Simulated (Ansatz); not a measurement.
Relaxation of C2H4O3Si (10 atoms, charge 0, multiplicity 1), to a largest force component of 0.015 eV/Å in at most 40 steps.

All numbers below come from RKS r2SCANh-D4/STO-3G in Ansatz 0.2.0.

```xyz
10
Properties=species:S:1:pos:R:3:forces:R:3
O 0.898 -1.707 -0.133 -0.32 0.41 0.05
C 0.646 -0.692 -0.844 0.85 -2.55 2.48
O 1.065 -0.604 -2.114 0.67 1.20 -3.45
C -0.046 0.561 -0.410 -1.55 0.05 2.31
O -0.302 1.506 -1.154 0.07 1.97 -2.31
Si -0.798 0.578 1.320 -1.55 -1.01 2.59
H 1.597 -1.442 -2.267 0.29 -0.77 -0.05
H -0.322 1.697 2.135 0.00 -0.29 -0.51
H -0.577 -0.667 2.126 0.00 1.04 -0.87
H -2.300 0.723 1.247 1.54 -0.06 -0.26
```

**Question.** Where does it end, and by what steps?

**Answer.** It converged. The force dipped under the threshold on the way, but the program's further checks kept it going. Limits of this set-up: minimal basis. After 26 steps the energy has fallen by 0.573 eV; H8 moved furthest, 0.95 Å.

```csv
step,energy less start (eV),largest force component (eV/Å),accepted
0,0.0000,3.453,yes
1,-0.3817,1.916,yes
2,-0.4665,1.384,yes
3,-0.5126,0.480,yes
4,-0.5249,0.269,yes
5,-0.5285,0.044,yes
6,-0.5289,0.017,yes
7,-0.5290,0.014,yes
8,-0.5291,0.026,yes
9,-0.5211,0.447,no
10,-0.5297,0.072,yes
11,-0.5310,0.199,yes
12,-0.5304,0.280,no
13,-0.5344,0.092,yes
14,-0.5385,0.086,yes
15,-0.5434,0.246,yes
16,-0.5448,0.392,yes
17,-0.5505,0.290,yes
18,-0.5652,0.172,yes
19,-0.4099,2.665,no
20,-0.5689,0.157,yes
21,-0.5713,0.118,yes
22,-0.5723,0.072,yes
23,-0.5726,0.020,yes
24,-0.5727,0.059,yes
25,-0.5728,0.018,yes
26,-0.5728,0.003,yes
```

```xyz
10
Properties=species:S:1:pos:R:3
O 1.339 -1.253 0.122
C 0.773 -0.573 -0.763
O 1.115 -0.625 -2.132
C -0.409 0.451 -0.504
O -0.913 1.094 -1.452
Si -0.891 0.530 1.350
H 1.873 -1.313 -2.136
H 0.257 0.947 2.118
H -1.317 -0.780 1.780
H -1.966 1.475 1.523
```

Whether the end is a true minimum wasn't checked by a vibrational analysis.

Run time: 110 s on 1 thread of Arm Neoverse V1, with other jobs on the host, peak memory 0.14 GiB.
